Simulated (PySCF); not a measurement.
## Nonlinear optical response: SMILES C1C=C(CF)[Se]C1, C₅H₇FSe

Cartesian coordinates in Å; atom numbers follow the order of the lines, from 1:
```xyz
14

F     2.7372   -0.8188   -0.9760
C     2.3090    0.0043    0.0325
C     0.8213    0.0284    0.1208
C    -0.0566   -0.5831   -0.6616
C    -1.5099   -0.4438   -0.3260
C    -1.6934    0.7483    0.6123
Se    0.0322    1.0544    1.5348
H     2.7064    1.0062   -0.1768
H     2.7484   -0.3709    0.9660
H     0.2443   -1.2031   -1.4907
H    -2.1060   -0.3050   -1.2300
H    -1.8490   -1.3678    0.1531
H    -1.9163    1.6627    0.0592
H    -2.4682    0.5877    1.3603
```

Method used: PySCF, quadratic response BHandHLYP/aug-cc-pVDZ first hyperpolarisability, Taylor convention, gas phase. Geometry: GFN2-xTB.

The calculation is non-relativistic, which matters for the atoms heavier than Zn.

Task: What is the first hyperpolarisability, and how does it disperse?

Result: In au, Taylor convention; the vector part is βᵢ = ⅓ Σⱼ (βᵢⱼⱼ + βⱼᵢⱼ + βⱼⱼᵢ); β∥ is 3/5 of the vector part along the dipole, the dipole points from − to +:
| process | λ (nm) | β vector norm | β∥ | β HRS | depolarisation ratio |
| --- | --- | --- | --- | --- | --- |
| static β(0;0,0) | ∞ | 273.5 | 10.8 | 108.2 | 5.92 |
| second harmonic β(−2ω;ω,ω) | 1907 | 286.2 | 13.6 | 114.0 | 5.72 |
| Pockels β(−ω;ω,0) | 1907 | 277.6 | 11.7 | – | – |
| second harmonic β(−2ω;ω,ω) | 1340 | 300.4 | 16.8 | 120.7 | 5.50 |
| Pockels β(−ω;ω,0) | 1340 | 281.9 | 12.6 | – | – |

Task: Which lowest excitations, dipole and polarisabilities go with it?

Result: S1 4.18 eV (f = 0.000); S2 5.14 eV (f = 0.032); S3 5.55 eV (f = 0.093); dipole 1.75 D; isotropic α 84.6 au static, 84.9 au at 1907 nm, 85.2 au at 1340 nm, 85.7 au at 953.5 nm, 86.9 au at 670 nm.
